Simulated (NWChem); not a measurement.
System: CrH2S3O; SMILES [Cr]([SH])(=[O])(=[S])[SH]

Excerpt of the output:

```
             Northwest Computational Chemistry Package (NWChem) 7.3.0
             --------------------------------------------------------

 CS  symmetry detected

                             Geometry "geometry" -> ""
                             -------------------------

 Output coordinates in angstroms (scale by  1.889725989 to convert to a.u.)

  No.       Tag          Charge          X              Y              Z
 ---- ---------------- ---------- -------------- -------------- --------------
    1 Cr                  24.0000    -0.04946257     0.36683772     0.00000000
    2 O                    8.0000     0.10813585     1.91342499     0.00000000
    3 S                   16.0000    -1.93618731    -0.41858390     0.00000000
    4 S                   16.0000     0.96260053    -0.44707050    -1.81240584
    5 H                    1.0000     0.24889750    -1.55395334    -2.03114258
    6 S                   16.0000     0.96260053    -0.44707050     1.81240584
    7 H                    1.0000     0.24889750    -1.55395334     2.03114258

 Effective nuclear repulsion energy (a.u.)     562.6995848261

      Symmetry information
      --------------------

 Group name             Cs
 Group number              2
 Group order               2
 No. of unique centers     5

                                Z-matrix (autoz)
                                --------

 Units are Angstrom for bonds and degrees for angles

      Type          Name      I     J     K     L     M      Value
      ----------- --------  ----- ----- ----- ----- ----- ----------
    1 Stretch                  1     2                       1.55460
    2 Stretch                  1     3                       2.04368
    3 Stretch                  1     4                       2.22969
    4 Stretch                  1     6                       2.22969
    5 Stretch                  4     5                       1.33507
    6 Stretch                  6     7                       1.33507
    7 Bend                     1     4     5               101.13786
    8 Bend                     1     6     7               101.13786
    9 Bend                     2     1     3               118.41980
   10 Bend                     2     1     4               108.48982
   11 Bend                     2     1     6               108.48982
   12 Bend                     3     1     4               106.18591
   13 Bend                     3     1     6               106.18591
   14 Bend                     4     1     6               108.75060
   15 Torsion                  2     1     4     5        -151.49867
   16 Torsion                  2     1     6     7         151.49867
   17 Torsion                  3     1     4     5         -23.21118
   18 Torsion                  3     1     6     7          23.21118
   19 Torsion                  4     1     6     7         -90.68384
   20 Torsion                  5     4     1     6          90.68384

  pbe96 is a nonlocal functional; adding pw91lda local functional.

                           NWChem Geometry Optimization
                           ----------------------------

 maximum gradient threshold         (gmax) =   0.000450
 rms gradient threshold             (grms) =   0.000300
 maximum cartesian step threshold   (xmax) =   0.001800
 rms cartesian step threshold       (xrms) =   0.001200
 fixed trust radius                (trust) =   0.300000
 source of zmatrix                         =   autoz

          -------------------
          Energy Minimization
          -------------------

 Using diagonal initial Hessian
 Scaling for Hessian diagonals: bonds = 1.00  angles = 0.25  torsions = 0.10

          --------
          Step   0

                                 NWChem DFT Module
                                 -----------------

 Summary of "ao basis" -> "ao basis" (spherical)
 ------------------------------------------------------------------------------
       Tag                 Description            Shells   Functions and Types
 ---------------- ------------------------------  ------  ---------------------
 Cr                         def2-svp                11       31   5s3p2d1f
 O                          def2-svp                 6       14   3s2p1d
 S                          def2-svp                 8       18   4s3p1d
 H                          def2-svp                 3        5   2s1p

      Symmetry analysis of basis
      --------------------------

        a'         67
        a"         42

[...]

      ----------------------
      Optimization converged
      ----------------------

  Step       Energy      Delta E   Gmax     Grms     Xrms     Xmax
  ---- ---------------- -------- -------- -------- -------- --------
@    6   -2314.23391807 -8.5D-08  0.00007  0.00002  0.00051  0.00151
                                     ok       ok       ok       ok

                                Z-matrix (autoz)
                                --------

 Units are Angstrom for bonds and degrees for angles

      Type          Name      I     J     K     L     M      Value     Gradient
      ----------- --------  ----- ----- ----- ----- ----- ---------- ----------
    1 Stretch                  1     2                       1.54948    0.00002
    2 Stretch                  1     3                       2.00314    0.00007
    3 Stretch                  1     4                       2.20425   -0.00004
    4 Stretch                  1     6                       2.20425   -0.00004
    5 Stretch                  4     5                       1.36498    0.00001
    6 Stretch                  6     7                       1.36498    0.00001
    7 Bend                     1     4     5                94.34206    0.00001
    8 Bend                     1     6     7                94.34206    0.00001
    9 Bend                     2     1     3               113.41465    0.00000
   10 Bend                     2     1     4               105.76584   -0.00001
   11 Bend                     2     1     6               105.76584   -0.00001
   12 Bend                     3     1     4               109.59971    0.00000
   13 Bend                     3     1     6               109.59971    0.00000
   14 Bend                     4     1     6               112.66665    0.00001
   15 Torsion                  2     1     4     5        -160.09279   -0.00001
   16 Torsion                  2     1     6     7         160.09279    0.00001
   17 Torsion                  3     1     4     5         -37.48785   -0.00000
   18 Torsion                  3     1     6     7          37.48785    0.00000
   19 Torsion                  4     1     6     7         -84.82828   -0.00001
   20 Torsion                  5     4     1     6          84.82828    0.00001

                         Geometry "geometry" -> "geometry"
                         ---------------------------------

 Output coordinates in angstroms (scale by  1.889725989 to convert to a.u.)

  No.       Tag          Charge          X              Y              Z
 ---- ---------------- ---------- -------------- -------------- --------------
    1 Cr                  24.0000    -0.05826444     0.30518924     0.00000000
    2 O                    8.0000     0.09489685     1.84708261     0.00000000
    3 S                   16.0000    -1.96613459    -0.30522689     0.00000000
    4 S                   16.0000     0.94243501    -0.39607154    -1.83454994
    5 H                    1.0000     0.29505709    -1.59763538    -1.85254735
    6 S                   16.0000     0.94243501    -0.39607154     1.83454994
    7 H                    1.0000     0.29505709    -1.59763538     1.85254735

 Effective nuclear repulsion energy (a.u.)     568.4674476021

      Symmetry information
      --------------------

 Group name             Cs
 Group number              2
 Group order               2
 No. of unique centers     5

                Final and change from initial internal coordinates
                --------------------------------------------------

                                Z-matrix (autoz)
                                --------

 Units are Angstrom for bonds and degrees for angles

      Type          Name      I     J     K     L     M      Value       Change
      ----------- --------  ----- ----- ----- ----- ----- ---------- ----------
    1 Stretch                  1     2                       1.54948   -0.00511
    2 Stretch                  1     3                       2.00314   -0.04054
    3 Stretch                  1     4                       2.20425   -0.02544
    4 Stretch                  1     6                       2.20425   -0.02544
    5 Stretch                  4     5                       1.36498    0.02991
    6 Stretch                  6     7                       1.36498    0.02991
    7 Bend                     1     4     5                94.34206   -6.79581
    8 Bend                     1     6     7                94.34206   -6.79581
    9 Bend                     2     1     3               113.41465   -5.00514
   10 Bend                     2     1     4               105.76584   -2.72398
   11 Bend                     2     1     6               105.76584   -2.72398
   12 Bend                     3     1     4               109.59971    3.41380
   13 Bend                     3     1     6               109.59971    3.41380
   14 Bend                     4     1     6               112.66665    3.91604
   15 Torsion                  2     1     4     5        -160.09279   -8.59412
   16 Torsion                  2     1     6     7         160.09279    8.59412
   17 Torsion                  3     1     4     5         -37.48785  -14.27666
   18 Torsion                  3     1     6     7          37.48785   14.27666
   19 Torsion                  4     1     6     7         -84.82828    5.85555
   20 Torsion                  5     4     1     6          84.82828   -5.85555

[...]
```

Level: PBE-D3(BJ)/def2-SVP. Not confirmed as a minimum by frequencies.

### Question
Reconstruct the input file.

### Answer
This is not unique; one that fits is the input that was run:
```
start job
memory heap 200 mb stack 900 mb global 1100 mb
geometry units angstroms
  Cr     0.342933    -0.004203    -0.004767
  O      1.859241     0.337667    -0.031308
  S     -0.210056    -1.971201     0.037017
  S     -0.611519     0.872009    -1.819258
  H     -1.627550     0.027128    -2.009694
  S     -0.561650     0.933652     1.804688
  H     -1.571661     0.096210     2.051621
end
basis spherical
  * library def2-svp
end
dft
  xc xpbe96 cpbe96
  disp vdw 4
  iterations 150
end
driver
  maxiter 120
end
task dft optimize
```
